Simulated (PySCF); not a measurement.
Calculated properties of `[SiH3]Oc1ccoc1`

C4H6O2Si.
Atom-mapped SMILES: `[SiH3:1][O:2][c:3]1[cH:4][cH:5][o:6][cH:7]1` (hydrogens: H8, H9, H10 on Si1; H11 on C4; H12 on C5; H13 on C7)

Structure used (PBE0-D3(BJ)/def2-SVP), in Å, numbered top down from 1:
```xyz
13
C4H6O2Si angstrom
Si     1.8940    0.4233    0.2261
O      0.6429   -0.6715    0.0115
C     -0.6659   -0.3808   -0.1131
C     -1.2980    0.9067   -0.0896
C     -2.6286    0.6570   -0.2555
O     -2.8542   -0.6597   -0.3770
C     -1.6648   -1.2982   -0.2905
H      3.1276   -0.3994    0.3085
H      1.9637    1.3704   -0.9270
H      1.6943    1.2061    1.4827
H     -0.8283    1.8808    0.0336
H     -3.5002    1.3049   -0.3046
H     -1.6679   -2.3806   -0.3685
```

Among its groups: aromatic ring with oxygen and Si–H bond.

PBE0-D3(BJ)/def2-SVP geometry optimisation, gas phase (PySCF):

```
Point group                  : Cs
Rotational constants A, B, C : 7.325, 1.276, 1.101 GHz
```

CAM-B3LYP/def2-SVPD ground state, ΔSCF and vertical TDDFT (core frozen in the response) (PySCF):

```
Dipole moment                                                     : 1.40 D
HOMO energy                                                       : -7.66 eV
LUMO energy                                                       : 0.96 eV
HOMO–LUMO gap                                                     : 8.62 eV
Lowest singlet excitation                                         : 5.90 eV (210 nm, f = 0.002)
Strongest line among the 10 lowest singlet transitions            : S9 at 7.49 eV (166 nm, f = 0.326)
Lowest triplet excitation (Tamm–Dancoff)                          : 3.87 eV
Static isotropic polarisability                                   : 77.2 au
Vertical ionisation energy                                        : 8.43 eV
Electronic spatial extent ⟨r²⟩ about the centre of nuclear charge : 1026 bohr²
```

From KT3/pcSseg-2 ground state and GIAO shieldings, non-relativistic (PySCF):

```
13C chemical shifts (computed TMS as zero) by class         : 145.9 (C3), 137.3 (C5), 124.9 (C7), 99.6 (C4) ppm
1H chemical shifts (computed TMS as zero) by class          : 7.29 (H13), 7.24 (H12), 6.31 (H11), 5.05 (H8/H9/H10) ppm
Isotropic shieldings of nuclei other than C and H, by class : 59 (O6), 265 (O2), 396 (Si1) ppm
```

Monoisotopic mass from the formula: 114.0137 u.

The largest Löwdin shares of the HOMO are 0.31 on C7, 0.18 on C5, 0.18 on C3 and 0.13 on O2. The vertical singlet–triplet gap S1 − T1 is 2.03 eV (TDDFT singlet less Tamm–Dancoff triplet). The principal polarisabilities are 57.0, 79.2 and 95.4 au; their mean is the isotropic value. No computed singlet falls in the visible range (750 to 380 nm, 1.65 to 3.26 eV); S1 lies 2.64 eV above its blue end. The dipole matches unit charges of opposite sign 0.29 Å apart (1 e·Å = 4.8032 D). The rotational constants make it an asymmetric top with κ = (2B − A − C)/(A − C) = -0.94, nearer the prolate limit (−1). S1 lies 2.72 eV below the HOMO–LUMO gap; its leading configuration is HOMO→LUMO, weight 0.81. In wavenumbers S1 is 47600 cm⁻¹ (1 eV = 8065.54 cm⁻¹).

 NMR classes are plain means over equivalent atoms (diastereotopic ones count apart unless rotation or inversion swaps them), as if these changed places fast; in this geometry the members of some classes differ.

One conformer stands for the species.
